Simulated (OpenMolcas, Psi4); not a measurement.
CH5BN2 (SMILES B1NCN1): the energy, rung by rung

The species is CH5BN2 (9 atoms), meant as a singlet with charge 0. As SMILES, `B1NCN1`. The shape is that of a PBE0-D4/def2-TZVP optimisation.

```xyz
9

B    -0.5381    0.9038   -0.4242
N     0.7639    0.3501   -0.6309
C     0.4301   -0.7024    0.3220
N    -0.8915   -0.1162    0.5135
H    -1.1096    1.8519   -0.8646
H     1.6865    0.7220   -0.7615
H     0.4200   -1.7071   -0.1171
H     1.0469   -0.7041    1.2286
H    -1.7198   -0.6444    0.7170
```

Each level gives the energy change with the C3–H7 bond stretched from 1.097 to 1.974 Å (eV). The values are calculated.

| level | kind | program | value (eV) | CPU time (all runs) |
| --- | --- | --- | --- | --- |
| HF/def2-SVPD (restricted) | Hartree–Fock | OpenMolcas | 3.69 | 59 s |
| SVWN5/def2-SVPD (restricted) | LDA | OpenMolcas | 2.88 | 2.4 min |
| revPBE/def2-SVPD (restricted) | GGA | OpenMolcas | 2.81 | 3.4 min |
| M06-L/def2-SVPD (restricted) | meta-GGA | OpenMolcas | 3.09 | 4.8 min |
| M06-2X/def2-SVPD (restricted) | hybrid meta-GGA | OpenMolcas | 3.27 | 4.4 min |
| B2PLYP/def2-SVPD (restricted) | double hybrid | OpenMolcas | 3.15 | 2.8 min |
| MP2/def2-SVPD (restricted) | perturbation theory | Psi4 | 3.29 | 39 s |
| CCSD/def2-SVPD (restricted) | coupled cluster or CI | Psi4 | 3.11 | 2.1 min |

The first shape isn't each level's own minimum. The values span 2.81 to 3.69 eV. Times are those of the runs behind each value, whatever else they computed, on shared processors of several kinds: orders of magnitude only.
